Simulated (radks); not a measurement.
Effect of the nuclear size on the sulfur ion S3+, [Ne] 3s2 3p1. Calculated with a radial shooting solver on a logarithmic mesh with Libxc functionals: Dirac Kohn-Sham, BLYP, spin-unpolarised, spherical densities, finite nucleus; open shells fill j = l - 1/2 first; Fermi nuclear charge, rms radius 3.2611 fm. The rms radius is varied about that value; shifts are against it.

[
 {"rms radius (fm)": "2.6806", "total energy shift (eV)": "-0.00331", "density at nucleus (e/bohr^3)": "2965", "1s1/2 shift (meV)": "-1.38", "2s1/2 shift (meV)": "-0.096"},
 {"rms radius (fm)": "2.9383", "total energy shift (eV)": "-0.00192", "density at nucleus (e/bohr^3)": "2961", "1s1/2 shift (meV)": "-0.802", "2s1/2 shift (meV)": "-0.056"},
 {"rms radius (fm)": "3.2611", "total energy shift (eV)": "0", "density at nucleus (e/bohr^3)": "2955", "1s1/2 shift (meV)": "0.000", "2s1/2 shift (meV)": "0.000"},
 {"rms radius (fm)": "3.3785", "total energy shift (eV)": "0.000747", "density at nucleus (e/bohr^3)": "2954", "1s1/2 shift (meV)": "0.312", "2s1/2 shift (meV)": "0.022"},
 {"rms radius (fm)": "3.7274", "total energy shift (eV)": "0.00312", "density at nucleus (e/bohr^3)": "2949", "1s1/2 shift (meV)": "1.30", "2s1/2 shift (meV)": "0.091"}
]

Slopes of the eigenvalues against <r^2> in GHz/fm^2, as finite differences over the two radii next to the reference (eigenvalue slopes, not the field-shift constants of lines): 1s1/2 96.9, 2s1/2 6.74.
